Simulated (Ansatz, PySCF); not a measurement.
PySCF was given this input:
```python
from pyscf import gto, scf, dft

mol = gto.Mole()
mol.atom = '''
    Sn   -0.00000000   -0.00000000   -0.31245265
    F     0.00000000    0.00000000    1.73584808
'''
mol.basis = 'def2-tzvp'
mol.ecp = {'Sn': 'def2-tzvp'}
mol.charge = 1
mol.verbose = 4
mol.build()

mf = dft.RKS(mol)
mf.xc = 'pbe0'
mf.grids.atom_grid = (99, 590)
mf.grids.prune = None
mf.kernel()
```

Give the equivalent Ansatz (a first-principles code) input.

Several could match; the one computed here: 
Ansatz 0.2 input:
```yaml
crystal:
  periodic: [false, false, false]
  atoms:
    - {symbol: Sn, position_ang: [-0.00000000, -0.00000000, -0.31245265]}
    - {symbol: F, position_ang: [0.00000000, 0.00000000, 1.73584808]}
basis:
  gaussian:
    orbitals: def2-TZVP
hamiltonian:
  xc: pbe0
total_charge: 1
accuracy: high
```

Both were run: PySCF gave -313.840517 Eh and Ansatz -313.840517 Eh, 0.000 mEh apart.
